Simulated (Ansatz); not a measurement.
C2H6FMoNO2, SMILES `C[N]=[Mo](=[O])([F])[O]C`. Total charge 0; spin multiplicity 1. Mo: def2 effective core potential.

```xyz
13

C    -1.906    1.119    0.663
N    -1.099    0.228   -0.093
Mo   -0.356   -1.310   -0.303
O    -0.741   -2.229    1.048
F    -1.016   -2.071   -1.874
O     1.478   -1.036   -0.394
C     2.327    0.082   -0.403
H    -1.341    2.025    0.904
H    -2.781    1.418    0.077
H    -2.245    0.656    1.597
H     2.888    0.122    0.535
H     1.759    1.010   -0.525
H     3.033   -0.015   -1.232
```

(1) What are the harmonic wavenumbers in cm⁻¹ at PBE0-D4/def2-TZVP (Ansatz, finite differences of forces, unscaled)? (Best estimate.)

(2) Is this a minimum?

(3) Give the ideal-gas thermochemistry at 298.15 K and 1 bar (rigid rotor, harmonic oscillator; point group C1, symmetry number 1).

(4) And at 400, 500, 600, 800 and 1000 K?

Answers

(1) Computed: 66, 89, 93, 102, 115, 161, 213, 244, 277, 383, 397, 617, 679, 701, 1033, 1100, 1105, 1145, 1172, 1183, 1336, 1430, 1464, 1467, 1469, 1484, 1489, 3015, 3027, 3089, 3097, 3107, 3113.

(2) Yes, all 33 modes are real.

(3) Zero-point energy 236.0 kJ/mol; H(298) − E = 264.5 kJ/mol; entropy 418.3 J/(mol·K), of which translation 174.4, rotation 120.4, vibration 123.5; G(298) − E = 139.8 kJ/mol. Modes under 100 cm⁻¹ are hindered rotations or soft bends, so the harmonic entropy is rough.

(4) 
| T (K) | H − E (kJ/mol) | S (J/mol/K) | G − E (kJ/mol) |
| --- | --- | --- | --- |
| 400 | 279.6 | 461.8 | 94.9 |
| 500 | 296.6 | 499.6 | 46.8 |
| 600 | 315.4 | 533.8 | -4.9 |
| 800 | 357.3 | 593.9 | -117.8 |
| 1000 | 403.6 | 645.5 | -241.9 |
